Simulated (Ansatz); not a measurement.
`BC(C)[SiH2]S` + `[SH][GaH2]` → `C[S][GaH2]` + `BC[SiH2]S`  (substitution at a C–C bond)

Program: Ansatz. Geometries: PBE0-D4/def2-TZVP. ΔE: electronic, gas phase. CCSD(T)/CBS adds triple-zeta CCSD(T) − MP2 to the extrapolated MP2 energy (def2 sets, frozen cores). DFT in def2-TZVPP. B3LYP here is the variant with VWN-RPA as its local correlation; programs differ in this. HSE06 is defined as in plane-wave codes. For Ga outer-core shells are correlated without core-valence functions, which leaves a few kJ/mol of doubt a bond. Scalar relativity is left out up to krypton. Each species was taken in one conformer, which may not be the lowest.

`BC(C)[SiH2]S`:

Z-matrix (Å, degrees):
```
C
C 1 1.526
Si 1 1.915 2 111.3
B 1 1.530 2 119.5 3 -109.3
H 1 1.096 2 113.0 3 113.8
H 2 1.093 1 110.5 3 -177.6
H 2 1.093 1 111.1 3 63.8
H 2 1.093 1 112.7 3 -57.2
S 3 2.133 1 113.4 2 140.1
H 3 1.486 1 107.1 2 16.1
H 3 1.489 1 112.1 2 -102.9
H 4 1.198 1 120.4 2 -166.3
H 4 1.199 1 120.3 2 19.4
H 9 1.344 3 94.6 1 -63.0
```

`[SH][GaH2]`:

Z-matrix (Å, degrees):
```
Ga
S 1 2.199
H 1 1.559 2 115.2
H 1 1.560 2 118.1 3 -180.0
H 2 1.343 1 95.0 3 180.0
```

`C[S][GaH2]`:

Cartesian coordinates in Å:
```
C 0.358 1.058 -0.821
S 0.455 -0.755 -0.907
Ga -0.426 -1.394 0.987
H 1.364 1.469 -0.895
H -0.098 1.390 0.111
H -0.237 1.420 -1.659
H -0.916 -0.257 1.944
H -0.499 -2.931 1.240
```

`BC[SiH2]S`:

Z-matrix (Å, degrees):
```
C
Si 1 1.889
B 1 1.535 2 108.0
H 1 1.095 2 103.9 3 -121.6
H 1 1.094 2 104.3 3 122.7
S 2 2.139 1 111.6 3 -173.6
H 2 1.483 1 111.5 3 -58.0
H 2 1.484 1 109.7 3 63.8
H 3 1.197 1 120.6 2 90.2
H 3 1.198 1 120.7 2 -86.1
H 6 1.344 2 94.8 1 -64.3
```

```json
{"level": "LDA (SPW92)", "ΔE (kcal/mol)": "3.2", "difference from CCSD(T)/CBS": "2.3"}
{"level": "PBE-D4", "ΔE (kcal/mol)": "1.1", "difference from CCSD(T)/CBS": "0.2"}
{"level": "revPBE-D4", "ΔE (kcal/mol)": "1.1", "difference from CCSD(T)/CBS": "0.2"}
{"level": "BLYP-D4", "ΔE (kcal/mol)": "0.1", "difference from CCSD(T)/CBS": "-0.8"}
{"level": "r2SCAN-D4", "ΔE (kcal/mol)": "1.0", "difference from CCSD(T)/CBS": "0.1"}
{"level": "B97M-V", "ΔE (kcal/mol)": "1.1", "difference from CCSD(T)/CBS": "0.2"}
{"level": "PBE0-D4", "ΔE (kcal/mol)": "1.3", "difference from CCSD(T)/CBS": "0.4"}
{"level": "B3LYP-D4", "ΔE (kcal/mol)": "0.3", "difference from CCSD(T)/CBS": "-0.6"}
{"level": "r2SCANh-D4", "ΔE (kcal/mol)": "1.1", "difference from CCSD(T)/CBS": "0.2"}
{"level": "HSE06-D4", "ΔE (kcal/mol)": "1.3", "difference from CCSD(T)/CBS": "0.4"}
{"level": "BHLYP-D4", "ΔE (kcal/mol)": "0.4", "difference from CCSD(T)/CBS": "-0.5"}
{"level": "CAM-B3LYP-D4", "ΔE (kcal/mol)": "0.9", "difference from CCSD(T)/CBS": "0.0"}
{"level": "ωB97X-V", "ΔE (kcal/mol)": "1.1", "difference from CCSD(T)/CBS": "0.2"}
{"level": "ωB97M-V", "ΔE (kcal/mol)": "1.5", "difference from CCSD(T)/CBS": "0.6"}
{"level": "B2PLYP", "ΔE (kcal/mol)": "0.2", "difference from CCSD(T)/CBS": "-0.7"}
{"level": "PBE-QIDH", "ΔE (kcal/mol)": "1.3", "difference from CCSD(T)/CBS": "0.4"}
{"level": "PBE", "ΔE (kcal/mol)": "0.6", "difference from CCSD(T)/CBS": "-0.3"}
{"level": "revPBE", "ΔE (kcal/mol)": "-0.4", "difference from CCSD(T)/CBS": "-1.3"}
{"level": "BLYP", "ΔE (kcal/mol)": "-1.1", "difference from CCSD(T)/CBS": "-2.0"}
{"level": "r2SCAN", "ΔE (kcal/mol)": "0.8", "difference from CCSD(T)/CBS": "-0.1"}
{"level": "PBE0", "ΔE (kcal/mol)": "0.8", "difference from CCSD(T)/CBS": "-0.1"}
{"level": "B3LYP", "ΔE (kcal/mol)": "-0.5", "difference from CCSD(T)/CBS": "-1.4"}
{"level": "r2SCANh", "ΔE (kcal/mol)": "0.9", "difference from CCSD(T)/CBS": "0.0"}
{"level": "r2SCAN0", "ΔE (kcal/mol)": "1.0", "difference from CCSD(T)/CBS": "0.1"}
{"level": "HSE06", "ΔE (kcal/mol)": "0.8", "difference from CCSD(T)/CBS": "-0.1"}
{"level": "BHLYP", "ΔE (kcal/mol)": "-0.2", "difference from CCSD(T)/CBS": "-1.1"}
{"level": "CAM-B3LYP", "ΔE (kcal/mol)": "0.3", "difference from CCSD(T)/CBS": "-0.6"}
{"level": "LC-ωPBE", "ΔE (kcal/mol)": "1.1", "difference from CCSD(T)/CBS": "0.2"}
{"level": "HF/def2-SVP", "ΔE (kcal/mol)": "1.2", "difference from CCSD(T)/CBS": "0.3"}
{"level": "MP2/def2-SVP", "ΔE (kcal/mol)": "4.1", "difference from CCSD(T)/CBS": "3.2"}
{"level": "CCSD/def2-SVP", "ΔE (kcal/mol)": "4.0", "difference from CCSD(T)/CBS": "3.1"}
{"level": "CCSD(T)/def2-SVP", "ΔE (kcal/mol)": "4.3", "difference from CCSD(T)/CBS": "3.4"}
{"level": "MP2/def2-TZVPP", "ΔE (kcal/mol)": "1.6", "difference from CCSD(T)/CBS": "0.7"}
{"level": "SCS-MP2/def2-TZVPP", "ΔE (kcal/mol)": "1.0", "difference from CCSD(T)/CBS": "0.1"}
{"level": "CCSD/def2-TZVPP", "ΔE (kcal/mol)": "1.5", "difference from CCSD(T)/CBS": "0.6"}
{"level": "CCSD(T)/def2-TZVPP", "ΔE (kcal/mol)": "1.7", "difference from CCSD(T)/CBS": "0.8"}
{"level": "HF/def2-QZVPP", "ΔE (kcal/mol)": "-1.1", "difference from CCSD(T)/CBS": "-2.0"}
{"level": "MP2/def2-QZVPP", "ΔE (kcal/mol)": "1.1", "difference from CCSD(T)/CBS": "0.2"}
{"level": "HF/CBS(def2)", "ΔE (kcal/mol)": "-1.1", "difference from CCSD(T)/CBS": "-2.0"}
{"level": "CCSD/CBS(def2)", "ΔE (kcal/mol)": "0.8", "difference from CCSD(T)/CBS": "-0.1"}
{"level": "CCSD(T)/CBS", "ΔE (kcal/mol)": "0.9", "difference from CCSD(T)/CBS": "0"}
```

Largest T1 diagnostic among the species: 0.013.

The D4 term adds +0.9 kcal/mol with B3LYP and +0.5 kcal/mol with PBE0; it sums over pairs of atoms, weighted by their polarisabilities, and B3LYP, whose exchange is more repulsive, gets the larger term. In def2-TZVPP, CCSD(T) changes the Hartree–Fock value by +2.8 kcal/mol (the triples alone add +0.2 kcal/mol) and MP2 by +2.6 kcal/mol.
